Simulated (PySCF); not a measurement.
# Computed structure and properties of [Bi(H2O)6]3+

System: [Bi(H2O)6]3+ (singlet); start: displaced along the imaginary mode (D2). Method: PySCF 2.14.0, RKS r2SCAN, Bi def2-SVP with ECP60, O def2-SVP, H def2-SVP; non-relativistic Hamiltonian with scalar-relativistic core potentials where named; density fitting; no spin-orbit coupling.

Input of the relaxation:

```python
mol = gto.M(atom='''
Bi    -0.00000    -0.00000     0.00000
O      0.00000     0.00000     2.42685
H      0.73586     0.35154     3.02278
H     -0.73586    -0.35154     3.02278
O     -0.00000    -0.00000    -2.42685
H      0.73586    -0.35154    -3.02278
H     -0.73586     0.35154    -3.02278
O      2.41832    -0.00000    -0.00000
H      3.01089    -0.65802     0.44401
H      3.01089     0.65802    -0.44401
O      0.00000     2.42700    -0.00000
H      0.39232     3.02287     0.71482
H     -0.39232     3.02287    -0.71482
O     -2.41832     0.00000     0.00000
H     -3.01089     0.65802     0.44401
H     -3.01089    -0.65802    -0.44401
O     -0.00000    -2.42700     0.00000
H     -0.39232    -3.02287     0.71482
H      0.39232    -3.02287    -0.71482''',
    basis={'Bi': 'def2-SVP', 'O': 'def2-SVP', 'H': 'def2-SVP'},
    ecp={'Bi': 'def2-SVP'},
    charge=3, spin=0)
mf = dft.RKS(mol, xc='R2SCAN')
mf.grids.atom_grid = (50, 194)
mf = mf.density_fit()  # fitting sets: Bi def2-universal-JKFIT, O def2-universal-JKFIT, H def2-universal-JKFIT
mf.conv_tol = 1e-08; mf.max_cycle = 55
mf.kernel(dm0)  # dm0: converged density of the start geometry
# quasi-Newton relaxation in Cartesian coordinates to a largest gradient under 0.00045 Eh/bohr, steps kept in the point group
```

Run from Python with OMP_NUM_THREADS=4; the lines above give its settings. Where DIIS fails, smearing, a level shift and second-order steps follow.
It took 4 min on 4 threads of Arm Neoverse V1, with other jobs on the host, from the converged density of the start.

Course of the relaxation:

```json
{"step": "0", "energy above end (eV)": "0.3076", "largest force component within the symmetry (eV/Å)": "1.213"}
{"step": "1", "energy above end (eV)": "0.0870", "largest force component within the symmetry (eV/Å)": "0.171"}
{"step": "2", "energy above end (eV)": "0.0720", "largest force component within the symmetry (eV/Å)": "0.075"}
{"step": "3", "energy above end (eV)": "0.0697", "largest force component within the symmetry (eV/Å)": "0.394"}
{"step": "4", "energy above end (eV)": "0.0574", "largest force component within the symmetry (eV/Å)": "0.135"}
{"step": "5", "energy above end (eV)": "0.0486", "largest force component within the symmetry (eV/Å)": "0.070"}
{"step": "6", "energy above end (eV)": "0.0333", "largest force component within the symmetry (eV/Å)": "0.382"}
{"step": "7", "energy above end (eV)": "0.0267", "largest force component within the symmetry (eV/Å)": "0.212"}
{"step": "18", "energy above end (eV)": "0.0009", "largest force component within the symmetry (eV/Å)": "0.017"}
{"step": "19", "energy above end (eV)": "0.0008", "largest force component within the symmetry (eV/Å)": "0.034"}
{"step": "20", "energy above end (eV)": "0.0006", "largest force component within the symmetry (eV/Å)": "0.025"}
{"step": "21", "energy above end (eV)": "0.0003", "largest force component within the symmetry (eV/Å)": "0.019"}
{"step": "22", "energy above end (eV)": "0.0001", "largest force component within the symmetry (eV/Å)": "0.016"}
{"step": "23", "energy above end (eV)": "0.0000", "largest force component within the symmetry (eV/Å)": "0.004"}
```
(The steps between are left out.)

Relaxed geometry (Th):

```xyz
19

Bi    0.0000    0.0000    0.0000
O     0.0000    0.0000    2.4202
H     0.7794   -0.0001    3.0124
H    -0.7794    0.0001    3.0124
O     0.0000    0.0000   -2.4202
H     0.7794    0.0001   -3.0124
H    -0.7794   -0.0001   -3.0124
O     2.4204    0.0000    0.0000
H     3.0126   -0.7792   -0.0049
H     3.0126    0.7792    0.0049
O     0.0000    2.4203    0.0000
H    -0.0036    3.0125    0.7793
H     0.0036    3.0125   -0.7793
O    -2.4204    0.0000    0.0000
H    -3.0126    0.7792   -0.0049
H    -3.0126   -0.7792    0.0049
O     0.0000   -2.4203    0.0000
H     0.0036   -3.0125    0.7793
H    -0.0036   -3.0125   -0.7793
```

| contact | Å |
| --- | --- |
| Bi1–O2 (H2O) | 2.420 |
| Bi1–O5 (H2O) | 2.420 |
| Bi1–O8 (H2O) | 2.420 |
| Bi1–O11 (H2O) | 2.420 |
| Bi1–O14 (H2O) | 2.420 |
| Bi1–O17 (H2O) | 2.420 |

On the finer grid (75, 302):

```json
{
 "HOMO": "-20.99 eV",
 "LUMO": "-14.58 eV",
 "Dipole about the centre of mass": "0.00 D",
 "Set of Mulliken populations of Bi1 outside the core potential": "s 4.02, p 7.13, d 10.27",
 "D3(BJ) dispersion energy (not in the energies)": "-0.123 eV"
}
```

```json
{"atom": "Bi1", "Mulliken (e)": "1.58", "Löwdin (e)": "1.30", "spin (e)": "0.00"}
{"atom": "O2", "Mulliken (e)": "-0.33", "Löwdin (e)": "-0.04", "spin (e)": "0.00"}
{"atom": "H3", "Mulliken (e)": "0.28", "Löwdin (e)": "0.16", "spin (e)": "0.00"}
{"atom": "H4", "Mulliken (e)": "0.28", "Löwdin (e)": "0.16", "spin (e)": "0.00"}
{"atom": "O5", "Mulliken (e)": "-0.33", "Löwdin (e)": "-0.04", "spin (e)": "0.00"}
{"atom": "H6", "Mulliken (e)": "0.28", "Löwdin (e)": "0.16", "spin (e)": "0.00"}
{"atom": "H7", "Mulliken (e)": "0.28", "Löwdin (e)": "0.16", "spin (e)": "0.00"}
{"atom": "O8", "Mulliken (e)": "-0.33", "Löwdin (e)": "-0.04", "spin (e)": "0.00"}
{"atom": "H9", "Mulliken (e)": "0.28", "Löwdin (e)": "0.16", "spin (e)": "0.00"}
{"atom": "H10", "Mulliken (e)": "0.28", "Löwdin (e)": "0.16", "spin (e)": "0.00"}
{"atom": "O11", "Mulliken (e)": "-0.33", "Löwdin (e)": "-0.04", "spin (e)": "0.00"}
{"atom": "H12", "Mulliken (e)": "0.28", "Löwdin (e)": "0.16", "spin (e)": "0.00"}
{"atom": "H13", "Mulliken (e)": "0.28", "Löwdin (e)": "0.16", "spin (e)": "0.00"}
{"atom": "O14", "Mulliken (e)": "-0.33", "Löwdin (e)": "-0.04", "spin (e)": "0.00"}
{"atom": "H15", "Mulliken (e)": "0.28", "Löwdin (e)": "0.16", "spin (e)": "0.00"}
{"atom": "H16", "Mulliken (e)": "0.28", "Löwdin (e)": "0.16", "spin (e)": "0.00"}
{"atom": "O17", "Mulliken (e)": "-0.33", "Löwdin (e)": "-0.04", "spin (e)": "0.00"}
{"atom": "H18", "Mulliken (e)": "0.28", "Löwdin (e)": "0.16", "spin (e)": "0.00"}
{"atom": "H19", "Mulliken (e)": "0.28", "Löwdin (e)": "0.16", "spin (e)": "0.00"}
```

No frequency check is given for this geometry.

Taking off one H2O (charge 0, singlet; the rest: singlet) in vacuum, both parts rigid, costs 2.35 eV; the small basis without counterpoise inflates it. Parting with an electron moved from the ligand to the metal can be far cheaper, even downhill.

Rigid scan of H2O along the line from its metal:

| distance to O2 (Å) | energy (eV) |
| --- | --- |
| 2.12 | 0.414 |
| 2.22 | 0.149 |
| 2.32 | 0.027 |
| 2.42 | 0.000 |
| 2.52 | 0.033 |
| 2.62 | 0.105 |
| 2.82 | 0.306 |

One start shape was tried, so this needn't be the lowest isomer.
